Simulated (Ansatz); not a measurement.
**GeF2 (SMILES [F][Ge][F]): the energy, rung by rung**

The species is GeF2 (3 atoms), meant as a singlet with charge 0. SMILES: `[F][Ge][F]`. The coordinates come from a PBE0-D4/def2-TZVP relaxation.

```xyz
3

F    -0.6759   -1.1018   -0.4975
Ge    0.6375   -0.2952    0.3202
F     0.0276    1.3321    0.1641
```

Each level gives the energy change with the F1–Ge2 bond stretched from 1.745 to 3.490 Å (eV). The values are calculated.

| level | kind | program | value (eV) | less FCI/STO-3G | CPU time (all runs) |
| --- | --- | --- | --- | --- | --- |
| SVWN5/STO-3G (restricted) | LDA | Ansatz | 6.68 | +2.61 | 4.5 s |
| revPBE/STO-3G (restricted) | GGA | Ansatz | 6.03 | +1.96 | 7.5 s |
| BHLYP/STO-3G (restricted) | global hybrid | Ansatz | 7.85 | +3.78 | 3 s |
| wB97M-V/STO-3G (restricted) | range-separated hybrid | Ansatz | 7.90 | +3.83 | 39 s |
| wB97X/STO-3G (restricted) | range-separated hybrid | Ansatz | 7.86 | +3.79 | 12 s |
| B2PLYP/STO-3G (restricted) | double hybrid | Ansatz | 5.88 | +1.81 | 4.2 s |
| BCCD(T)/STO-3G (restricted) | coupled cluster or CI | Ansatz | 3.97 | -0.10 | 1.2 s |
| FCI/STO-3G | exact in the basis | Ansatz | 4.07 | 0.00 | 4.6 s |

FCI/STO-3G is exact within its basis and frozen core, so for wave-function methods in that basis the difference is their error; functionals converge differently with the basis, so for them it is only a difference. All-electron rows without a relativistic Hamiltonian named are non-relativistic. The first shape isn't each level's own minimum. The values span 3.97 to 7.90 eV. All rows use very small basis sets, so none should be taken for the real molecule's value. In the correlated wave-function rows the outer d shell of Ge is correlated, in sets not made for it. In so small a basis fixed costs decide the times, and correlated methods can beat functionals. CPU times are rough (shared hosts, several kinds of processor and program).
